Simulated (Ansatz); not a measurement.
Ansatz (an electronic-structure program) input for difluoro(fluoromethyl)silane (CH3F3Si), SMILES FC[SiH](F)F, PBE/def2-SVPD. Geometry: ωB97X-D3(BJ)/def2-SVP. Other conformers were not sampled.

Ansatz 0.2 input:
```yaml
crystal:
  periodic: [false, false, false]
  atoms:
    - {symbol: F, position_ang: [1.90370398, -0.63736904, 0.00000000]}
    - {symbol: C, position_ang: [1.28829113, 0.60238785, -0.00000000]}
    - {symbol: Si, position_ang: [-0.57930569, 0.41085893, -0.00000000]}
    - {symbol: F, position_ang: [-1.03918742, -0.42740084, 1.30101210]}
    - {symbol: F, position_ang: [-1.03918742, -0.42740085, -1.30101210]}
    - {symbol: H, position_ang: [1.61396270, 1.17388315, -0.88914753]}
    - {symbol: H, position_ang: [1.61396270, 1.17388315, 0.88914753]}
    - {symbol: H, position_ang: [-1.27535472, 1.71541818, -0.00000000]}
basis:
  gaussian:
    orbitals: def2-SVPD
hamiltonian:
  xc: {name: PBE}
```

It prints:

```
Functional definition: PBE
integrals: 0.06 GiB planned
1144 factors; their error is unknown
mean field: 0.45 GiB planned
mean field evaluation 1: about -17089.2786 eV, gradient 5.6e1 eV
mean field evaluation 2: about -17076.7963 eV, gradient 1.0e2 eV
mean field evaluation 4: about -17094.9954 eV, gradient 4.7e0 eV
mean field evaluation 8: about -17094.9972 eV, gradient 1.7e-1 eV
mean field evaluation 16: about -17094.9973 eV, gradient 1.7e-5 eV
mean field -17094.99726074 eV, -628.2295619270 hartree, gradient 1.7e-5 eV, S^2 0.000000; 0 other end points of the search recorded, 0 dependent functions left out
reference -17094.99730813 eV, -628.2295636683 hartree; 25, 25 occupied and 112, 112 virtual orbitals, 1144 factors
Total energy: -17094.99730813 eV, -628.2295636683 hartree
```

The run converged.
